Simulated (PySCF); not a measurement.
**³³S chemical shifts**

- GFN2-xTB structure
- shieldings: GIAO PBE0/pcSseg-1
- code: PySCF 2.14
- non-relativistic Hamiltonian, one averaged value for each set of equivalent atoms, no solvent, one conformer

Shieldings were converted by a linear fit to measured shifts: ³³S (scatter 33.3 ppm rms vs sulfate, solution or neat liquid). Occasional misses reach two or three times the rms, and more in compound classes unlike the fitted ones.

Problem. Give the ³³S shifts of `Cc1pc([SiH3])c(F)s1`, `O=S(=O)(Cl)c1ccccc1`, `O=C[C@H]1[SiH2]CS[SiH2]1`.

Solution. 
```tsv
compound	environment	δ (ppm)
Cc1pc([SiH3])c(F)s1	aromatic ring sulfur	-15
O=S(=O)(Cl)c1ccccc1	sulfonyl sulfur	-8
O=C[C@H]1[SiH2]CS[SiH2]1	sulfur bonded to C, Si, in a 5-membered ring	-477
```

Problem. Order these by ³³S shift, lowest first.
A. CSc1coc(C(=O)Cl)c1
B. C#C[P@]1(=S)C=CCC1
C. C=Cc1scpc1C

Solution. B (-484 ppm, sulfur bonded to P), A (-342 ppm, sulfide sulfur), C (-7 ppm, aromatic ring sulfur).
